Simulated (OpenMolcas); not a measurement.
Cr4+ (d2) among equal point charges was computed by CASSCF with the d shell active (OpenMolcas, ANO-RCC-VTZP on the metal). Its lowest spin-free states, and all those of the highest spin:

```
2S+1  Degeneracy  E (cm-1)
   3           2       0.0
   3           1     788.4
   3           2      3632
   3           2      5237
   1           1     13245
   1           2     14586
   1           2     16594
   3           1     17677
   1           2     21778
   1           2     24337
   3           2     29960
   1           2     32729
```

Task: Is the site octahedral, tetrahedral or cube-like, axial, or of lower symmetry?

Result: The states with 2S+1 = 3 have orbital degeneracies 2, 1, 2, 2, 1, 2. There are pairs but no triples, so the site is axial: not cubic, but with a proper or improper axis of order three or more. The run had Cr4+ among 2 point charges of -2 e arranged as a linear pair (D∞h), 1.81 Å from the ion.

Without dynamic correlation the repulsion within the d shell is too large (B by tens of per cent), so at a given field states of lower spin stand too high. This is an electrostatic model: the charges have no orbitals. No measured value stands beside these numbers.
